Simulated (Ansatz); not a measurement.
System: sum formula GaH2Cl (charge 0, singlet). 
Geometry from a B3LYP-D3(BJ)/def2-TZVP (Ansatz, a first-principles code) optimisation:
```
Ga
H 1 1.5569
H 1 1.5569 2 129.93
Cl 1 2.1661 2 115.03 3 180.00
```
Charge 0, spin multiplicity 1.

Total electronic energies in hartree. Cores are frozen in the correlated levels unless marked. Spin-orbit coupling is left out. Frozen are the shells of the preceding noble gas and the d and f shells that filled before the atom's block. No relativistic terms. CBS(X,Y): correlation extrapolated as X^-3; Hartree-Fock from the larger set. [CCSD(T)-MP2]/basis is that difference in the basis named.

```
level                                                               program  energy (Eh)
-----------------------------------------------------------  --------------  -----------
HF/6-31G                                                             Ansatz  -2383.58389
PBE-D4/def2-TZVPD                                            Ansatz + dftd4            ?
r2SCAN/def2-TZVPD                                                    Ansatz  -2386.26547
RPA@PBE/def2-QZVPP                                                   Ansatz            ?
RI-MP2/CBS(def2-TZVPP,def2-QZVPP)                                    Ansatz   -2384.3388
SCS-MP2/def2-SVP                                                     Ansatz  -2383.76648
CCSD/STO-3G                                                          Ansatz  -2356.70962
RI-MP2/CBS(def2-TZVPPD,def2-QZVPPD)+[CCSD(T)-MP2]/def2-SVPD          Ansatz   -2384.3715
CCSD(T)/CBS(def2-TZVPPD,def2-QZVPPD)                                 Ansatz   -2384.3790
```

Problem. Some entries are withheld; supply them.

Solution. 
- PBE-D4/def2-TZVPD, energy (Eh): -2385.82340
- RPA@PBE/def2-QZVPP, energy (Eh): -2384.51114
